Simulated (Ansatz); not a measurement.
Stepwise reaction of `[NH2][Sn][NH2]` with hydrogen chloride, as a gas-phase model of exchange steps in deposition or etching. ΔE in kJ/mol; ΔG adds harmonic PBE0-D4 terms to CCSD(T)/CBS, at 1 bar.

Calculated with Ansatz (gas phase, PBE0-D4/def2-TZVP geometries, no zero-point term in ΔE). CBS: MP2 limit from def2 TZ/QZ plus the TZ coupled-cluster correction, frozen cores. This one scheme is used for every species. DFT in def2-TZVPP. B3LYP here is the variant with VWN-RPA as its local correlation; programs differ in this. def2 core potentials past Kr. For Sn outer-core shells are correlated without core-valence functions, which leaves a few kJ/mol of doubt a bond. One conformer a species, not always the lowest.

```json
{"step": "2", "reaction": "`[NH2][Sn][Cl]` + HCl → `[Cl][Sn][Cl]` + NH₃", "PBE-D4": "-89.1", "B3LYP-D4": "-91.1", "ωB97M-V": "-86.8", "CCSD(T)/CBS": "-85.3", "ΔG(500 K)": "-76.3"}
```

Question: Give the row of step 1, `[NH2][Sn][NH2]` + HCl → `[NH2][Sn][Cl]` + NH₃. (An estimate is asked.)

Answer: Computed: 
```json
{"step": "1", "reaction": "`[NH2][Sn][NH2]` + HCl → `[NH2][Sn][Cl]` + NH₃", "PBE-D4": "-112.6", "B3LYP-D4": "-114.5", "ωB97M-V": "-110.7", "CCSD(T)/CBS": "-109.4", "ΔG(500 K)": "-100.4"}
```

Question: By hand: ΔE of the 2 steps together at CCSD(T)/CBS.

Answer: (-109.4) + (-85.3) = -194.7 kJ/mol, or -97.3 kJ/mol a step.

In ΔE each step is higher than the one before. All are downhill at CCSD(T)/CBS. ΔG lies between -100.4 and -76.3 kJ/mol a step. PBE-D4 differs from CCSD(T)/CBS by -3.8 to -3.2 kJ/mol a step. Isolated molecules leave out the surface, adducts and barriers. Largest T1 diagnostic: 0.016.
